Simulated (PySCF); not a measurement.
BH2, SMILES [BH2] (connectivity only; charge and spin as stated), charge +1, multiplicity 1. Atoms are numbered in the order given.

```xyz
3

B      0.0000     0.0000     0.0000
H      0.0000     0.0000    -1.1743
H      0.0000     0.0000     1.1743
```
Charge +1, spin multiplicity 1.

Geometry optimised at B3LYP-D3(BJ)/def2-TZVPD. The spin state was assumed, not searched. The isomer is the one that the SMILES or the coordinates give; other isomers of the formula were not compared.

Level of theory: TDDFT-LC-ωPBE/def2-TZVPD in PySCF 2.14.0.

Vertical excitations; the highest root listed may be one member of a degenerate set.  State labels are in the subgroup D2h.

Computed UV-visible absorptions:
```csv
state,symmetry,energy (eV),λ (nm),f,main pairs
S1,B3g,7.31,170,0.000,HOMO→LUMO (degenerate set)
S2,B2g,7.31,170,0.000,HOMO→LUMO+1 (degenerate set)
S3,B2u,11.51,108,0.303,HOMO−1→LUMO (degenerate set)
S4,B3u,11.51,108,0.303,HOMO−1→LUMO+1 (degenerate set)
S5,B1u,14.68,84,0.792,"HOMO→LUMO+2 79 %, HOMO→LUMO+3 16 %"
S6,B1u,15.87,78,0.081,"HOMO→LUMO+3 82 %, HOMO→LUMO+2 14 %"
S7,Ag,17.00,73,0.000,"HOMO→LUMO+4 67 %, HOMO−1→LUMO+2 17 %, HOMO−1→LUMO+3 16 %"
S8,Ag,17.28,72,0.000,"HOMO−1→LUMO+3 44 %, HOMO→LUMO+4 30 %, HOMO−1→LUMO+2 22 %"
S9,B3g,17.48,71,0.000,HOMO→LUMO+7 (degenerate set)
S10,B2g,17.48,71,0.000,HOMO→LUMO+8 (degenerate set)
T1,B3g,6.18,201,0,HOMO→LUMO (degenerate set)
T2,B2g,6.18,201,0,HOMO→LUMO+1 (degenerate set)
T3,B2u,8.28,150,0,HOMO−1→LUMO (degenerate set)
T4,B3u,8.28,150,0,HOMO−1→LUMO+1 (degenerate set)
```
Triplets are in the Tamm–Dancoff approximation, which puts them higher than full response would, so one can lie above its singlet here.
